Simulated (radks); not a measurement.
Values are calculated unless marked as measured or tabulated.
W2+, configuration [Xe] 4f14 5d4. Code: a radial shooting solver on a logarithmic mesh with Libxc functionals. Model: scalar-relativistic Kohn-Sham, PBE, spin-polarised, spherical densities, finite nucleus; open shells are filled with parallel spins first (spin-orbit coupling, left out, can overturn this in heavy ions); Fermi nuclear charge, rms radius 5.3658 fm.

Normalised radial functions P(r) = r R(r), r in bohr:

r	5s down
0.002913	0.1354
0.003885	0.1578
0.005181	0.1776
0.006966	0.1900
0.009291	0.1868
0.01239	0.1589
0.01666	0.0944
0.02222	-0.0075
0.02988	-0.1405
0.03985	-0.2582
0.05315	-0.2959
0.07145	-0.1766
0.0953	0.0952
0.1271	0.3721
0.1709	0.3824
0.2279	-0.0126
0.304	-0.5167
0.4087	-0.5531
0.5451	0.0745
0.7271	0.8526
0.9775	1.1551
1.304	0.8745
1.739	0.4195
2.338	0.1212
3.118	0.0205
4.159	0.0017
5.592	0.0000

5s down: eigenvalue -93.930 eV, 4 radial nodes at r = 0.0218, 0.0872, 0.226, 0.531 bohr, <r> = 1.06 bohr, 90 % of the charge inside 1.53 bohr.
